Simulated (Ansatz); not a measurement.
Mulliken charges of CH4CdO2, SMILES `C[O][Cd][OH]` from B3LYP/def2-TZVPP in Ansatz (PBE0-D4/def2-TZVP geometry).

```json
{"atom": "C1", "x (Å)": "0.644", "y (Å)": "1.506", "z (Å)": "0.002", "charge (e)": "-0.074"}
{"atom": "O2", "x (Å)": "0.284", "y (Å)": "0.497", "z (Å)": "0.903", "charge (e)": "-0.582"}
{"atom": "Cd3", "x (Å)": "-0.380", "y (Å)": "-1.246", "z (Å)": "0.303", "charge (e)": "0.826"}
{"atom": "O4", "x (Å)": "-0.935", "y (Å)": "-3.067", "z (Å)": "-0.153", "charge (e)": "-0.596"}
{"atom": "H5", "x (Å)": "-0.192", "y (Å)": "1.846", "z (Å)": "-0.626", "charge (e)": "0.076"}
{"atom": "H6", "x (Å)": "1.467", "y (Å)": "1.217", "z (Å)": "-0.668", "charge (e)": "0.077"}
{"atom": "H7", "x (Å)": "0.988", "y (Å)": "2.373", "z (Å)": "0.579", "charge (e)": "0.091"}
{"atom": "H8", "x (Å)": "-1.875", "y (Å)": "-3.126", "z (Å)": "-0.340", "charge (e)": "0.182"}
```

Question: By hand: the dipole of these point charges (1 e Å = 4.8032 D).

Answer: Σ q r = (-0.123, 0.279, -0.292) e Å, of length 0.422 e Å = 2.03 D.

Question: How does the dipole of the full density compare? (An estimate is asked.)

Answer: Ansatz gave: (-0.238, 0.161, -0.216) e Å, 1.73 D; the point charges give 1.17 times that, at 25° from its direction.

Point charges leave out the atoms' own dipoles, such as those of lone pairs, and Mulliken's split depends on the basis, so the two needn't agree.

B3LYP here is the variant with VWN-RPA as its local correlation; programs differ in this.
